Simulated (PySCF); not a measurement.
# Dipole moment and polarisability of `OCPC1CCC1`

Species: C5H11OP.
Cartesian coordinates in Å at the GFN2-xTB level; atoms count from 1:
```
atom  x, y, z in Å
O1     3.5044   -0.4249   -0.6898
C2     2.3437    0.2202   -0.2329
P3     1.1594   -1.0064    0.5528
C4    -0.3251    0.1043    0.6513
C5    -0.9154    0.7020   -0.6415
C6    -2.3112    0.2585   -0.1815
C7    -1.6719   -0.5909    0.9256
H8     3.9474   -0.8427    0.0577
H9     2.5812    1.0021    0.5061
H10    1.8890    0.6936   -1.1066
H11    0.7962   -1.6121   -0.6558
H12   -0.1082    0.8746    1.3977
H13   -0.5872    0.1812   -1.5406
H14   -0.7739    1.7719   -0.7807
H15   -2.9017   -0.2864   -0.9152
H16   -2.9055    1.0810    0.2113
H17   -2.0786   -0.4669    1.9266
H18   -1.6515   -1.6529    0.6838
```

Level: CAM-B3LYP/def2-SVPD (PySCF), static field, nuclei fixed, core orbitals frozen in the response. The polarisability tensor in these axes (au):

```
x   106.80  -2.95  -2.49
y    -2.95  80.51  -3.87
z    -2.49  -3.87  77.78
```

Question: Diagonalise the tensor; give its mean and Δα, where Δα² is half the sum of the squared differences of the eigenvalues.

Answer: Principal values 74.61, 83.22 and 107.27 au; mean 88.36 au = 13.09 Å³ = 14.57 × 10⁻⁴⁰ C²·m²/J; Δα = 29.32 au (33 % of the mean).

Question: What is the dipole moment, and where does it point?

Answer: (-1.30, 1.04, 0.85) D, 1.87 D in size, pointing from the negative to the positive side. Measured along this direction, the outermost atoms are H8 at the negative end and H16 at the positive end.

Question: Refractivity n − 1 of an ideal gas of it at 298.15 K and 1 atm, from the electronic α?

Answer: N = p/kT = 2.4615 × 10¹⁹ cm⁻³, so n − 1 = 2π × N × 13.09 × 10⁻²⁴ cm³ = 2025 × 10⁻⁶ at long wavelengths.

Question: Find the Langevin capture rate constant for NH4+ (18.034 u) meeting this molecule (118.055 u), k = 2.342 × 10⁻⁹ cm³/s × √(α in Å³ / reduced mass in u).

Answer: The reduced mass is 15.64 u, so k = 2.14 × 10⁻⁹ cm³/s. The formula leaves out the permanent dipole, which adds to the capture rate.

Question: What depolarisation ratio follows for Rayleigh scattering of linearly polarised light, taking the static tensor?

Answer: ρ = 3Δα²/(45ᾱ² + 4Δα²) = 2579.3/(351364 + 3439.1) = 0.00727.

Question: Orientational against electronic polarisability at 298 K (dilute gas, rigid molecules)?

Answer: In Gaussian units μ²/3kT = 28.42 Å³ against 13.09 Å³, a ratio of 2.17; the Debye molar polarisation (4π/3)N_A(α + μ²/3kT) is 104.7 cm³/mol, leaving out the vibrational part.

One conformer (not necessarily the lowest) at the GFN2-xTB geometry, without solvent, vibrations or thermal averaging.
